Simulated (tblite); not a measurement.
Compound: germyl fluoride, FGeH₃.
SMILES: `[F][GeH3]`

Computed values, GFN2-xTB/tblite, gas phase, harmonic and unscaled. The method is semi-empirical: single wavenumbers can be off by several per cent or more. Modes of hydrogen on germanium can be 10 to 20 % off.

**Question.** How many normal modes are there?

**Answer.** 5 atoms, non-linear: 3N − 6 = 9.

**Question.** What is the point group of the computed structure, and how do the modes divide by symmetry?

**Answer.** C3v. The characters give 3 non-degenerate and 3 twofold fundamentals, 3 of them totally symmetric.

**Question.** How many distinct wavenumbers does the calculation give?

**Answer.** 6, with degenerate components joined.

**Question.** How many fundamentals are allowed in the infrared by symmetry?

**Answer.** 6 of 6, those that transform like x, y or z.

**Question.** Zero-point energy?

**Answer.** Half the sum of the wavenumbers, 5018 cm⁻¹, or 0.622 eV from 9 modes; those above 1550 cm⁻¹ give 0.379 eV of it.

**Question.** What thermal excitation has the softest real mode at 200 K?

**Answer.** 498.8 cm⁻¹ is a vibrational temperature θ of 718 K. The population of v = 1 over v = 0 is exp(−θ/T) = 0.028, and the mean quantum number is 0.028.
